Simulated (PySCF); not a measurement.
The vertical singlet excitations below were computed for one of the candidates. The calculation used TDDFT PBE0/def2-SVPD, vertical, gas phase, core orbitals frozen in the response in PySCF. Geometries: GFN2-xTB, one conformer each.

```
state  λ (nm)       f
   S1   226.3  0.0048
   S2   218.1   0.023
   S3   207.1   0.025
   S4   205.7   0.017
   S5   202.4   0.036
   S6   195.4   0.025
   S7   191.8   0.067
   S8   188.1   0.028
```

Orbital energies (eV): HOMO-3 -8.15, HOMO-2 -7.99, HOMO-1 -7.42, HOMO -6.90, LUMO -0.41, LUMO+1 0.00, LUMO+2 0.36.

Question: Which candidate is it? All have the formula C5H9OPSi.
A. `C=CO[Si@@H](P)C#CC`
B. `CC#C[C@@H]1CO[Si@H]1P`
C. `C#C[C@@H]1CCO[Si@H]1P`

Answer: A. Its S1 lies at 5.48 eV; the nearest of the others has S1 at 5.23 eV. S1 is HOMO→LUMO (97%). Löwdin shares by element: HOMO carbon 63% or more, oxygen 22%; LUMO carbon 37% or more, silicon 22%, phosphorus 14% (atoms not listed hold the other 27%). At the same level the other candidates give, for their lowest levels:
- `C#C[C@@H]1CCO[Si@H]1P`: 203 nm (f 0.047); 199 nm (f 0.003); 190 nm (f 0.022); 186 nm (f 0.047); 184 nm (f 0.011); T1 5.30 eV; HOMO -7.28, LUMO 0.08 eV
- `CC#C[C@@H]1CO[Si@H]1P`: 237 nm (f 0.076); 221 nm (f 0.002); 219 nm (f 0.001); 208 nm (f 0.012); 197 nm (f 0.029); T1 4.73 eV; HOMO -6.81, LUMO -0.54 eV

Conformer computed: `[CH2:1]=[CH:2][O:3][Si@@H:4]([PH2:5])[C:6]#[C:7][CH3:8]`: C1–C2–O3–Si4 -172°, C2–O3–Si4–P5 -171°, H–P5–Si4–O3 178°, H–P5–Si4–O3 -90°.
Triplets come from the Tamm–Dancoff approximation.
